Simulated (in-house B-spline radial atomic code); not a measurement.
**Ionising Kr³⁺ with different functionals**

Computed with a B-spline radial code for spherical atoms: four-component Dirac-Coulomb Hamiltonian, Fermi nucleus of rms radius 4.1884 fm, spin-restricted, spherical fractional occupations for the functionals, and exact exchange of hybrids averaged over the configuration. The ionisation energy is the difference of two self-consistent energies, [Ar] 3d10 4s2 4p3 → [Ar] 3d10 4s2 4p2, without Breit or QED terms; ε is the level of the shell that loses the electron (mean over j). The electron is taken from both j subshells in proportion to 2j + 1, so the result is a j average, not the step between ground levels.

| method | rung | ΔSCF (eV) | -ε(4p) (eV) |
| --- | --- | --- | --- |
| B97-1 | global hybrid | ? | ? |
| B3LYP | global hybrid | ? | ? |
| LC-wPBE | range-separated hybrid | 49.98 | 48.18 |
| CAM-B3LYP | range-separated hybrid | 49.95 | 46.67 |

Problem. What does B3LYP give?

Solution. ΔSCF 49.94 eV, and -ε(4p) = 44.81 eV.

Problem. What does B97-1 give?

Solution. ΔSCF 49.78 eV, and -ε(4p) = 44.76 eV.

Problem. Among the functionals, which spreads more, the ΔSCF values or the orbital energies?

Solution. The orbital energies: ΔSCF values span about 0.19 eV and the orbital energies 3.42 eV; here energy differences depend much less on the functional than eigenvalues do.

Problem. How do they compare with the NIST value?

Solution. NIST lists 50.9 eV ± 0.11 (measured, ground level to ground level). Errors run from -1.07 to -0.87 eV. The correlated functionals all miss on the same side by more than they spread, so the cause is common to them (Breit-QED terms, spin polarisation, the choice among j levels, multiplet and fine-structure energies, or a listed next ion that isn't the cheapest removal here) and closeness doesn't rank the functionals.
